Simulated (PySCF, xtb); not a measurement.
H₆NSi₂, SMILES [SiH3]N[SiH2] (connectivity only; charge and spin as stated), charge +1, multiplicity 1.

Harmonic wavenumbers (cm⁻¹) from GFN2-xTB (xtb) at its own minimum, in rising order: 58, 154, 193, 423, 512, 517, 563, 594, 623, 708, 722, 734, 769, 1061, 1163, 2313, 2321, 2324, 2411, 2424, 3341.

Task: What does TPSSh-D3(BJ)/def2-SVP in PySCF 2.14.0 give at its own minimum? (Estimate from the structure and the level; the computed values follow.)

Result: 129, 196, 279, 548, 617, 655, 663, 764, 786, 922, 938, 939, 949, 1042, 1222, 2308, 2334, 2340, 2345, 2401, 3478. Paired by order, the mean absolute difference is 103 cm⁻¹ and the zero-point energies are 34.2 and 37.0 kcal/mol.
